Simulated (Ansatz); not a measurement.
Job for Ansatz (a quantum-chemistry and plane-wave program): R-CCSD(T)/def2-SVPD on GaH4IO (a complex), monomers drawn apart or pushed together. Elements past Kr take the def2 small-core potentials; no spin–orbit coupling. The run froze 24 orbitals, filled d shells among them.

Ansatz 0.2 input:
```yaml
crystal:
  periodic: [false, false, false]
  atoms:
    - {symbol: Ga, position_ang: [-0.02731395, -1.20651865, 1.50893176]}
    - {symbol: I, position_ang: [-0.16180392, 1.06806160, 0.28493848]}
    - {symbol: H, position_ang: [1.39649928, -1.83709612, 1.48392398]}
    - {symbol: H, position_ang: [-1.41062723, -1.91961830, 1.66194848]}
    - {symbol: O, position_ang: [0.00894971, -0.26112762, 3.77568670]}
    - {symbol: H, position_ang: [0.17343080, 0.66764590, 3.54371561]}
    - {symbol: H, position_ang: [-0.86245929, -0.28709545, 4.19319785]}
basis:
  gaussian:
    orbitals: def2-SVPD
magnetization: {spin_polarized: false}
correlation: {method: ccsd_t, electrons: outside_noble_gas}
scf: {lower_state_search: off}
```

The log:

```
WARN ansatz: RAYON_NUM_THREADS=1 ignored (pool sized by the plan → 1); use --threads N
Functional definition: HF
these checks for a lower state are left out or cut short: stability, starts, cluster_reference, orbital_swaps, neighbouring_geometries, increment
integrals: 0.28 GiB planned
1344 factors; integrals over basis functions are off by at most 1.1e-3 eV
mean field: 0.54 GiB planned
mean field evaluation 1: about -62498.5034 eV, gradient 3.0e1 eV
mean field evaluation 2: about -62498.5845 eV, gradient 3.0e1 eV
mean field evaluation 4: about -62500.5600 eV, gradient 2.5e0 eV
mean field evaluation 8: about -62500.5856 eV, gradient 1.5e-1 eV
mean field -62500.58578776 eV, -2296.8541632817 hartree, gradient 1.1e-6 eV, S^2 0.000000; 0 other end points of the search recorded, 0 dependent functions left out
24 core orbitals not correlated, not the lowest: weight in the atoms' cores, before any rotation towards them, 0.997 or more for the frozen orbitals, at most 0.002 for the correlated occupied ones
reference -62500.58578776 eV, -2296.8541632817 hartree; 10, 10 occupied and 94, 94 virtual orbitals, 1344 factors
second order -10.64816466 eV of doubles, -0.00000000 eV of singles
coupled cluster: 0.64 GiB planned
cycle   1  -11.19280792 eV  change   -5.4e-1 eV  update   8.0e-2
cycle   2  -11.48918651 eV  change   -3.0e-1 eV  update   2.4e-2
cycle   3  -11.55087616 eV  change   -6.2e-2 eV  update   1.1e-2
cycle   4  -11.54761238 eV  change    3.3e-3 eV  update   2.6e-3
cycle   5  -11.54675199 eV  change    8.6e-4 eV  update   9.5e-4
cycle   6  -11.54684042 eV  change   -8.8e-5 eV  update   3.2e-4
cycle   7  -11.54674996 eV  change    9.0e-5 eV  update   1.1e-4
cycle   8  -11.54673592 eV  change    1.4e-5 eV  update   3.9e-5
cycle   9  -11.54674311 eV  change   -7.2e-6 eV  update   1.4e-5
perturbative correction -0.28583310 eV, -0.0105041727 hartree
Total energy: -62512.41836398 eV, -2297.2890024371 hartree
Checks for a lower state left out: stability, starts, cluster_reference, orbital_swaps, neighbouring_geometries, increment
```

The calculation finished and met its thresholds.

Cost: very roughly 8 core-seconds.
